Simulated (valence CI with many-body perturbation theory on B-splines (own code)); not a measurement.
## E1 line list for Mn III

Computed by valence CI with perturbative core correlation (CI+MBPT): five valence electrons over a frozen Dirac-Fock core [Ar], radial functions for each j: 7 s, 7 p, 8 d, 6 f, 4 g, 1 h, with the one-electron correlation potential Σ1, the two-electron term Σ2, the three-electron term Σ3, Breit, model QED; selected CI, second order for the rest, scaled by the run's own slope (own B-spline code, finite nucleus).

Set against measurement, 66 paired levels are off by 3392 cm⁻¹ on average, the worst by 6534. These come from a selection out of Corliss and Sugar, J. Phys. Chem. Ref. Data 6, 1253 (1977). Levels without a partner in it may be off by more, other configurations by 1,000 to 8,000 cm⁻¹. Among the levels kept, up to 2300 cm⁻¹ of a level comes from second order outside the variational space, and about a tenth of that is noise between levels of different J, which matters for small intervals.

Lines 351 to 400 of 573 in falling wavelength, among levels below 142176 cm⁻¹, chosen from the strongest by gf and those to the six lowest levels. Wavelengths and rates use the calculated energies, so an error of 3000 cm⁻¹ moves a line at 1351 Å by 4.1 % and its rate by three times that or more. Electric multipoles are in the length gauge, E1 and E2 with the static RPA response of the core. Weak lines are less certain than strong ones. Lines between different terms over intervals too small for the method are left out, as are lines whose strength nearly cancels. Where a level lies close to another of its J and parity, the split of strength between their lines is uncertain. The highest levels of a list are the least certain.

Names give the largest LS component (configuration and term), which can be under half, so a name can repeat, a term be missing and a line seem to break the LS rules; names also repeat where a configuration has a term twice. Letters in brackets count levels of one name in rising energy.

```
λ vac (Å)                Upper           Lower   A (s⁻¹)  S (a.u.) with core polarisation  S without
     1351   3d4 4p 2F°_5/2 [d]  3d5 2G_7/2 [b]  1.09e+08                         7.97e-01   8.55e-01
     1332   3d4 4p 4P°_5/2 [a]      3d5 4D_7/2  9.45e+07                         6.61e-01   7.13e-01
     1317   3d4 4p 2G°_9/2 [a]  3d5 2F_7/2 [b]  4.69e+07                         5.29e-01   5.71e-01
     1297   3d4 4p 4P°_3/2 [a]      3d5 4P_5/2  1.00e+08                         4.32e-01   4.65e-01
     1286   3d4 4p 4P°_5/2 [a]      3d5 4P_5/2  8.34e+07                         5.26e-01   5.65e-01
     1279       3d4 4p 6D°_3/2      3d5 4P_5/2  3.38e+07                         1.40e-01   1.50e-01
     1276       3d4 4p 6D°_5/2      3d5 4P_5/2  4.33e+07                         2.66e-01   2.86e-01
     1226       3d4 4p 6D°_7/2      3d5 4G_9/2  3.32e+06                         2.41e-02   2.60e-02
     1221       3d4 4p 6D°_9/2     3d5 4G_11/2  9.53e+06                         8.57e-02   9.23e-02
     1213   3d4 4p 2D°_5/2 [b]  3d5 2F_7/2 [b]  1.29e+08                         6.80e-01   7.32e-01
     1212   3d4 4p 4D°_7/2 [a]      3d5 4D_7/2  1.44e+08                         1.01e+00   1.08e+00
     1204  3d4 4p 2I°_13/2 [a]     3d5 2H_11/2  7.78e+07                         9.38e-01   1.01e+00
     1204  3d4 4p 2I°_11/2 [a]      3d5 2H_9/2  6.02e+07                         6.22e-01   6.70e-01
     1196   3d4 4p 4F°_3/2 [a]      3d5 4G_5/2  4.27e+08                         1.44e+00   1.55e+00
     1195   3d4 4p 4F°_5/2 [a]      3d5 4G_7/2  3.83e+08                         1.94e+00   2.08e+00
     1194   3d4 4p 4F°_5/2 [a]      3d5 4G_5/2  4.39e+07                         2.21e-01   2.38e-01
     1194   3d4 4p 2P°_3/2 [b]      3d5 2S_1/2  2.29e+08                         7.71e-01   8.31e-01
     1192   3d4 4p 4F°_7/2 [a]      3d5 4G_7/2  4.27e+07                         2.86e-01   3.07e-01
     1192   3d4 4p 4F°_7/2 [a]      3d5 4G_9/2  3.82e+08                         2.56e+00   2.75e+00
     1192   3d4 4p 2G°_9/2 [a]  3d5 2F_7/2 [a]  6.00e+07                         5.01e-01   5.40e-01
     1189   3d4 4p 4F°_9/2 [a]      3d5 4G_9/2  2.56e+07                         2.12e-01   2.28e-01
     1189   3d4 4p 4F°_9/2 [a]     3d5 4G_11/2  3.98e+08                         3.30e+00   3.55e+00
     1185   3d4 4p 2H°_9/2 [a]      3d5 2H_9/2  1.44e+08                         1.18e+00   1.27e+00
     1181  3d4 4p 2H°_11/2 [a]     3d5 2H_11/2  1.87e+08                         1.82e+00   1.96e+00
     1180   3d4 4p 4D°_3/2 [a]      3d5 4P_5/2  1.09e+07                         3.52e-02   3.78e-02
     1177   3d4 4p 4D°_5/2 [a]      3d5 4P_5/2  4.08e+07                         1.97e-01   2.12e-01
     1174   3d4 4p 4D°_7/2 [a]      3d5 4P_5/2  6.65e+07                         4.25e-01   4.58e-01
     1169   3d4 4p 2G°_9/2 [c]  3d5 2F_7/2 [b]  7.56e+07                         5.95e-01   6.39e-01
     1168  3d4 4p 2H°_11/2 [b]  3d5 2G_9/2 [a]  9.34e+07                         8.82e-01   9.54e-01
     1167   3d4 4p 2H°_9/2 [b]  3d5 2G_7/2 [a]  1.01e+08                         7.92e-01   8.55e-01
     1163   3d4 4p 4G°_5/2 [c]  3d5 2G_7/2 [a]  1.38e+08                         6.42e-01   6.91e-01
     1160   3d4 4p 2F°_5/2 [b]  3d5 2G_7/2 [a]  1.80e+08                         8.33e-01   8.96e-01
     1158   3d4 4p 2F°_7/2 [b]  3d5 2G_9/2 [a]  2.69e+08                         1.65e+00   1.77e+00
     1148   3d4 4p 2G°_7/2 [b]      3d5 2H_9/2  3.42e+08                         2.05e+00   2.20e+00
     1147   3d4 4p 2G°_9/2 [b]     3d5 2H_11/2  2.87e+08                         2.14e+00   2.30e+00
     1132   3d4 4p 2D°_5/2 [a]  3d5 2D_5/2 [a]  1.43e+08                         6.15e-01   6.64e-01
     1130   3d4 4p 4F°_9/2 [c]      3d5 4F_9/2  9.82e+07                         7.00e-01   7.53e-01
     1130   3d4 4p 4F°_7/2 [c]      3d5 4F_7/2  7.91e+07                         4.51e-01   4.84e-01
     1129   3d4 4p 2F°_7/2 [a]  3d5 2F_7/2 [a]  1.27e+08                         7.23e-01   7.78e-01
     1129   3d4 4p 2P°_3/2 [a]  3d5 2D_5/2 [a]  1.75e+08                         4.97e-01   5.35e-01
     1126   3d4 4p 4D°_5/2 [c]  3d5 2D_3/2 [a]  1.12e+08                         4.75e-01   5.13e-01
     1125   3d4 4p 2G°_9/2 [c]  3d5 2G_9/2 [a]  1.79e+08                         1.26e+00   1.35e+00
     1125   3d4 4p 2G°_7/2 [c]  3d5 2G_7/2 [a]  2.28e+08                         1.28e+00   1.37e+00
     1121   3d4 4p 2F°_5/2 [a]  3d5 2D_3/2 [a]  1.20e+08                         4.99e-01   5.39e-01
     1119   3d4 4p 2D°_3/2 [b]  3d5 2F_5/2 [a]  2.14e+08                         5.91e-01   6.36e-01
     1115  3d4 4p 2H°_11/2 [b]      3d5 4F_9/2  7.50e+07                         6.15e-01   6.63e-01
     1114   3d4 4p 2F°_7/2 [a]  3d5 2D_5/2 [a]  9.75e+07                         5.31e-01   5.74e-01
     1111   3d4 4p 4G°_7/2 [c]      3d5 4F_5/2  1.21e+08                         6.57e-01   7.08e-01
     1106   3d4 4p 4G°_9/2 [c]      3d5 4F_7/2  1.45e+08                         9.71e-01   1.05e+00
     1106   3d4 4p 2D°_5/2 [b]  3d5 2F_7/2 [a]  4.76e+08                         1.91e+00   2.05e+00
```
